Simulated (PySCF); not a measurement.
Structure with atom numbers: `[OH:1][c:2]1[cH:3][cH:4][cH:5][c:6]([F:7])[cH:8]1`. Each H is labelled by its parent atom.

GIAO PBE0/pcSseg-1 shifts (PySCF 2.14, gas phase, non-relativistic, equivalent atoms averaged), each against references optimised in the same way as the molecule (H2O, TMS, CFCl3).

On the GFN2-xTB geometry: O1 129.1, C6 173.6, C2 164.9, C4 136.7, C3 115.3, C5 112.1, C8 105.8, F7 -114.4, H(C4) 7.54, H(C3) 6.93, H(C5) 6.84, H(C8) 6.46, H(O1) 4.38 ppm.

What changes on the PBE0-D3(BJ)/def2-SVP geometry?

Answers


```json
{"atoms": "O1", "δ (ppm)": "127.5", "change": "-1.6"}
{"atoms": "C6", "δ (ppm)": "172.3", "change": "-1.3"}
{"atoms": "C2", "δ (ppm)": "163.8", "change": "-1.1"}
{"atoms": "C4", "δ (ppm)": "135.6", "change": "-1.1"}
{"atoms": "C3", "δ (ppm)": "111.6", "change": "-3.7"}
{"atoms": "C5", "δ (ppm)": "111.8", "change": "-0.3"}
{"atoms": "C8", "δ (ppm)": "106.9", "change": "+1.1"}
{"atoms": "F7", "δ (ppm)": "-107.9", "change": "+6.5"}
{"atoms": "H(C4)", "δ (ppm)": "7.21", "change": "-0.33"}
{"atoms": "H(C3)", "δ (ppm)": "6.26", "change": "-0.67"}
{"atoms": "H(C5)", "δ (ppm)": "6.66", "change": "-0.18"}
{"atoms": "H(C8)", "δ (ppm)": "6.69", "change": "+0.23"}
{"atoms": "H(O1)", "δ (ppm)": "3.95", "change": "-0.43"}
```

Unscaled 19F shifts against computed CFCl3 carry errors that often reach 10 to 50 ppm.

Bonds between heavy atoms that differ most (equivalent bonds averaged): C6–F7 1.350 → 1.332 Å, C3–C4 1.381 → 1.393 Å, C5–C6 1.381 → 1.392 Å, C8–C2 1.390 → 1.398 Å, O1–C2 1.356 → 1.347 Å. Mean change of bonds to hydrogen: O–H -0.002 Å, C–H +0.013 Å.
